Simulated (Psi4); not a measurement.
Psi4 input (wB97X-D/6-31G*):

```
memory 1500 MB

molecule {
1 2
B    -0.77657967    0.03230627   -0.00413419
N     0.60979542   -0.02536793    0.00324630
H    -1.39837774   -0.98543134   -0.02544751
H    -1.31189213    1.09818051    0.01101914
H     1.19719081    0.79223349    0.02089926
H     1.12740949   -0.88893853   -0.00852404
symmetry c1
no_reorient
no_com
}

set {
  basis 6-31G*
  reference uks
  scf_type pk
  dft_radial_points 99
  dft_spherical_points 590
  e_convergence 1e-8
  d_convergence 1e-7
  maxiter 150
}

e = energy('wb97x-d')
print_out(f'\nFINAL {e:.10f} DIPOLE {variable("CURRENT DIPOLE")[0]:.6f} {variable("CURRENT DIPOLE")[1]:.6f} {variable("CURRENT DIPOLE")[2]:.6f}\n')
```

**Question.** Predict the final energy.

**Answer.** -81.57215 Eh.
